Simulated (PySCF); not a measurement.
F2H3NOSi, SMILES [Si](N)(F)(O)F.

The structure is a stationary point at r2SCAN-D4/def2-SVP. Other conformers were not sampled.

The numbers are results of TDA-B3LYP/def2-SVPD run with PySCF 2.14.0, not measurements.

Vertical excitations. 

```csv
state,energy (eV),λ (nm),f,main pairs
S1,6.75,184,0.035,HOMO→LUMO 97 %
S2,7.78,159,0.017,HOMO→LUMO+1 95 %
S3,8.34,149,0.038,HOMO−1→LUMO 95 %
S4,8.57,145,0.001,"HOMO→LUMO+3 49 %, HOMO→LUMO+2 39 %"
S5,8.69,143,0.002,"HOMO→LUMO+2 55 %, HOMO→LUMO+3 42 %"
S6,9.10,136,0.058,HOMO−2→LUMO 96 %
S7,9.44,131,0.005,HOMO−1→LUMO+1 89 %
S8,9.51,130,0.044,"HOMO→LUMO+4 63 %, HOMO→LUMO+5 19 %"
S9,9.81,126,0.007,"HOMO→LUMO+5 71 %, HOMO→LUMO+4 24 %"
S10,10.11,123,0.033,HOMO−3→LUMO 89 %
T1,6.40,194,0,HOMO→LUMO 88 %
T2,7.61,163,0,HOMO→LUMO+1 85 %
T3,7.97,156,0,HOMO−1→LUMO 87 %
T4,8.34,149,0,"HOMO→LUMO+3 76 %, HOMO→LUMO+2 12 %"
```
Triplets are in the Tamm–Dancoff approximation.
